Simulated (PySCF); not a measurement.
Substituent chemical shifts

Parent skeleton `[SiH3:1][N:2]([SiH3:3])[SiH:4]([SiH3:5])[Cl:6]`; one hydrogen on atom 5 is replaced by X. Hydrogens on one atom are averaged.

Computed data (PySCF 2.14): GFN2-xTB structure, σ from GIAO-PBE0/pcSseg-1. In vacuum, fast rotation and ring inversion assumed for equivalent nuclei, relativity neglected, one conformer.

Shifts are taken against calculated references (same method and geometry level): TMS for ²⁹Si (349.16 ppm) and ¹H (31.72 ppm); ¹⁵N (267.73 ppm) against NH3; ³⁵Cl (949.78 ppm) against HCl.

Known members:
```json
{"X": "C2H5", "Si1/Si3": "-48.2", "N2": "16.1", "Si4": "8.0", "Si5": "-71.3", "Cl6": "42.3", "H(Si1)/H(Si3)": "4.80", "H(Si4)": "5.90", "H(Si5)": "3.96"}
{"X": "N=CH2", "Si1/Si3": "-56.2", "N2": "-8.0", "Si4": "1.4", "Si5": "-50.5", "Cl6": "19.5", "H(Si1)/H(Si3)": "4.65", "H(Si4)": "5.90", "H(Si5)": "5.41"}
{"X": "propynyl", "Si1/Si3": "-49.1", "N2": "16.6", "Si4": "4.4", "Si5": "-93.6", "Cl6": "54.2", "H(Si1)/H(Si3)": "4.72", "H(Si4)": "5.80", "H(Si5)": "4.48"}
```

Four more derivatives gave (δ, ppm):
| compound | Si1/Si3 | N2 | Si4 | Si5 | Cl6 | H(Si1)/H(Si3) | H(Si4) | H(Si5) |
| --- | --- | --- | --- | --- | --- | --- | --- | --- |
| 1 | -54.8 | -7.0 | -3.3 | -102.2 | 20.2 | 4.74 | 5.95 | 4.31 |
| 2 | -53.6 | 1.4 | 4.3 | -72.2 | 25.3 | 4.70 | 5.92 | 4.33 |
| 3 | -47.9 | 3.6 | -2.1 | -53.6 | 6.0 | 4.89 | 6.05 | 5.09 |
| 4 | -46.2 | 8.0 | -3.1 | -110.8 | 20.5 | 4.88 | 6.22 | 4.25 |

Their substituents are CN, NHSiH3, ethynyl, vinyl. Which is which?

## Answers

1: X = ethynyl (C#C[SiH2][Si@@H](Cl)N([SiH3])[SiH3]); 2: X = vinyl (C=C[SiH2][Si@H](Cl)N([SiH3])[SiH3]); 3: X = NHSiH3 ([SiH3]N[SiH2][Si@@H](Cl)N([SiH3])[SiH3]); 4: X = CN (N#C[SiH2][Si@H](Cl)N([SiH3])[SiH3]).

Experimental scales use liquid or dissolved standards, which lie at an offset from isolated NH3 (liquid NH3: subtract about 20 ppm).
